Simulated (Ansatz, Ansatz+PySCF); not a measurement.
```xyz
2

Li    0.0000    0.0000    0.0000
O     0.0000    0.0000    1.7724
```

Basis set: def2-SVP (spherical functions). Frozen core: 1 orbital. Charge 0, multiplicity 2.

Computed with Ansatz (development build ahead of 0.2.0); each method stands on the lowest determinant of its kind that the runs found.

The atomization energy at this shape (free ground-state atoms in the same class of orbitals less the molecule, no zero-point energy) of doublet LiO:

```
     method  atomization energy
UHF-CCSD(T)      66.55 kcal/mol
       ROHF      38.23 kcal/mol
        UHF      37.23 kcal/mol
```

Q: What does UHF-MP2 give?

A: 68.09 kcal/mol.
